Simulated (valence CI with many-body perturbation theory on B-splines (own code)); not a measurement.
**E1 line list for S³⁺**

Computed by valence CI with perturbative core correlation (CI+MBPT): three valence electrons over a frozen Dirac-Fock core [Ne], radial functions for each j: 11 s, 11 p, 10 d, 8 f, 5 g, 2 h, with the one-electron correlation potential Σ1, the two-electron term Σ2, the three-electron term Σ3, Breit, model QED; selected CI, second order for the rest, scaled by the run's own slope (own B-spline code, finite nucleus).

Set against measurement, 67 paired levels are off by 107 cm⁻¹ on average, the worst by 283. These come from a selection out of NIST levels in Podobedova, Kelleher and Wiese, J. Phys. Chem. Ref. Data 38, 171 (2009). Levels without a partner in it may be off by more. 2 measured levels below the end of the list, from 309921 cm⁻¹ on, found no clear computed partner, and computed levels of the same name lie up to 1064 cm⁻¹ from them.

Lines 51 to 100 of 580 in falling wavelength, among levels below 346118 cm⁻¹, chosen from the strongest by gf and those to the six lowest levels. Wavelengths and rates use the calculated energies, so an error of 100 cm⁻¹ moves a line at 698.2 nm by 0.7 % and its rate by three times that or more. Electric multipoles are in the length gauge, E1 and E2 with the static RPA response of the core. Weak lines are less certain than strong ones. Lines between different terms over intervals too small for the method are left out, as are lines whose strength nearly cancels. Where a level lies close to another of its J and parity, the split of strength between their lines is uncertain. The highest levels of a list are the least certain.

Names give the largest LS component (configuration and term), which can be under half, so a name can repeat, a term be missing and a line seem to break the LS rules; names also repeat where a configuration has a term twice. Letters in brackets count levels of one name in rising energy.

```tsv
λ vac (nm)	λ from measured levels	Upper	Lower	A (s⁻¹)	log gf	Branch %
698.2	700.5	3s2.5p 2P°_3/2	3s2.5s 2S_1/2	6.32e+07	0.27	11.2
686.6		3s.3p.4d 2F°_5/2	3s2.6d 2D_3/2	6.09e+06	-0.59	0.8
663.9		3s.3p.4d 2F°_7/2	3s2.6d 2D_5/2	7.26e+06	-0.42	1.0
646.2		3s2.6p 2P°_3/2	3s2.5d 2D_5/2	7.38e+07	0.27	11.3
641.5		3s2.6p 2P°_1/2	3s2.5d 2D_3/2	9.52e+07	0.07	14.5
639.2		3s2.6p 2P°_3/2	3s2.5d 2D_3/2	9.51e+06	-0.63	1.5
622.0	625.5	3s.3p.4p 2D_3/2 [a]	3s2.5p 2P°_1/2	1.03e+07	-0.62	0.8
618.5		3s2.6d 2D_3/2	3s2.5f 2F°_5/2	4.57e+07	0.02	5.5
617.7		3s2.6d 2D_5/2	3s2.5f 2F°_7/2	4.35e+07	0.17	5.2
612.0	614.2	3s.3p.4p 2D_5/2 [a]	3s2.5p 2P°_3/2	2.40e+07	-0.09	2.3
574.3		3s2.6p 2P°_3/2	3s.3p.4p 2D_5/2 [a]	3.27e+07	-0.19	5.0
561.9		3s2.6p 2P°_1/2	3s.3p.4p 2D_3/2 [a]	2.28e+07	-0.67	3.5
552.2	554.3	3s2.5d 2D_3/2	3s2.5p 2P°_3/2	2.70e+07	-0.31	2.7
547.1		3s2.7f 2F°_5/2	3s2.6d 2D_3/2	1.00e+07	-0.57	0.6
547.1	549.9	3s2.5d 2D_5/2	3s2.5p 2P°_3/2	1.49e+08	0.60	12.6
546.9	549.0	3s2.5d 2D_3/2	3s2.5p 2P°_1/2	1.37e+08	0.39	14.0
546.5		3s2.7f 2F°_7/2	3s2.6d 2D_5/2	1.02e+07	-0.44	0.7
543.1		3s.3p.4d 2F°_5/2	3p2.3d 2G_7/2	4.27e+06	-0.95	0.6
540.6		3s2.6d 2D_5/2	3s.3p.4s 2P°_3/2 [b]	2.44e+07	-0.19	2.9
539.5		3s2.6d 2D_3/2	3s.3p.4s 2P°_1/2 [b]	2.08e+07	-0.44	2.5
531.5		3s.3p.4d 2F°_7/2	3p2.3d 2G_9/2	3.97e+06	-0.87	0.5
499.0		3s.3p.4d 4D°_7/2	3p2.3d 4F_9/2	4.09e+06	-0.91	0.5
492.4		3s.3p.4p 2D_3/2 [b]	3s2.6p 2P°_1/2	2.13e+07	-0.51	0.4
491.4		3s.3p.4p 2D_5/2 [b]	3s2.6p 2P°_3/2	2.62e+07	-0.24	0.5
467.7		3s2.6g 2G_7/2	3s2.5f 2F°_5/2	2.51e+08	0.82	37.1
467.6		3s2.6g 2G_9/2	3s2.5f 2F°_7/2	2.60e+08	0.93	38.5
467.6		3s2.6g 2G_7/2	3s2.5f 2F°_7/2	9.30e+06	-0.61	1.4
467.4	466.0	3s.3p.4p 2P_3/2 [a]	3s.3p.4s 2P°_3/2 [a]	3.27e+07	-0.37	1.7
461.3	459.9	3s.3p.4p 2P_1/2 [a]	3s.3p.4s 2P°_1/2 [a]	2.69e+07	-0.77	1.4
455.3	454.0	3s.3p.4p 4D_3/2	3s.3p.4s 2P°_3/2 [a]	8.69e+06	-0.97	0.6
454.9		3s2.6h 2H°_11/2	3s2.5g 2G_9/2	4.23e+08	1.20	99.8
454.9		3s2.6h 2H°_9/2	3s2.5g 2G_9/2	9.41e+06	-0.53	2.2
454.8		3s2.6h 2H°_9/2	3s2.5g 2G_7/2	4.14e+08	1.11	97.5
454.5	453.2	3s.3p.4p 2P_3/2 [a]	3s.3p.4s 2P°_1/2 [a]	8.82e+06	-0.96	0.4
446.0		3s2.4f 2F°_7/2	3s2.4d 2D_5/2	1.01e+08	0.38	1.0
444.3		3s2.4f 2F°_5/2	3s2.4d 2D_5/2	6.77e+06	-0.92	0.1
444.2		3s2.4f 2F°_5/2	3s2.4d 2D_3/2	9.49e+07	0.23	0.9
432.9		3s.3p.4p 2D_3/2 [a]	3s2.4f 2F°_5/2	2.23e+07	-0.60	1.8
423.2		3s.3p.4p 2D_5/2 [a]	3s2.4f 2F°_7/2	3.00e+07	-0.32	2.9
423.1	426.2	3s.3p.4p 2S_1/2 [a]	3s2.5p 2P°_3/2	3.53e+07	-0.72	2.5
395.1		3s2.5d 2D_3/2	3s2.4f 2F°_5/2	4.25e+07	-0.40	4.3
393.3		3s2.7d 2D_5/2	3s2.6p 2P°_3/2	2.34e+07	-0.49	1.6
392.7		3s2.7d 2D_3/2	3s2.6p 2P°_1/2	1.99e+07	-0.74	1.4
391.1		3s2.5d 2D_5/2	3s2.4f 2F°_7/2	3.23e+07	-0.35	2.7
381.1		3s2.6s 2S_1/2	3s2.5p 2P°_3/2	2.20e+08	-0.02	7.5
378.6		3s2.6s 2S_1/2	3s2.5p 2P°_1/2	1.11e+08	-0.32	3.8
360.8	357.0	3s.3p.4p 2P_3/2 [a]	3s.3p.3d 2P°_3/2 [a]	2.21e+07	-0.76	1.1
343.2		3s2.6f 2F°_7/2	3s2.5d 2D_5/2	5.25e+07	-0.13	2.2
341.3		3s2.6f 2F°_5/2	3s2.5d 2D_3/2	5.78e+07	-0.22	2.5
340.1	339.6	3s.3p.4p 2P_3/2 [a]	3s.3p.4s 4P°_3/2	2.32e+07	-0.79	1.2
```

Question: How does gf follow from A for the line at 546.9 nm?

Answer: gf = 1.4992 × (2J+1)_upper × A / σ², with σ = 18285 cm⁻¹ and 2J+1 = 4: gf = 2.46.
